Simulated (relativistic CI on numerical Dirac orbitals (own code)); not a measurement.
Method of calculation: Dirac-Coulomb-Breit CI, KLI orbitals optimised for each configuration, QED by a radiative potential, unscaled Slater integrals (own radial code, finite nucleus).

The strongest absorption lines from the ground level of an ion, among the configurations computed and to levels below about 327 eV (vacuum wavelength in Å, gf): 71.946 (0.46), 72.642 (1.2), 73.574 (0.14), 74.565 (0.0047), 89.179 (0.87), 111.76 (5.5), 145.44 (2.2).

Question: Which ion is it?
A. Bi XVI
B. Tl XIV
C. Au XII
D. Bi XIV

Answer: A. Bi XVI has 68 electrons and the ground level 4f¹⁴5s²5p⁶ ¹S0; the strongest line goes to 4f¹⁴5s²5p⁵5d ¹P°1. The pattern of lines fixes the number of electrons, and along that sequence the line energies rise steadily with the charge (about as its square where n changes within one kind of shell, about linearly where n is kept but much faster in heavy ions where fine structure, which grows about as Z⁴, sets the gap, and irregularly where shells cross), which fixes Z. Configurations outside the model, such as inner-shell arrays, can give stronger lines. At this charge energies of transitions that change n are usually good to better than 1 %, and those within a shell (Δn = 0) to a few per cent. Levels and lines within the n = 5 or 6 shells can be off by up to 10 % or somewhat more, and those that change n by about 2 %, since core polarisation is missing.

LS names give the leading component of a level, which can be under half, so a name can repeat, a term be missing and a line seem to break the LS rules.
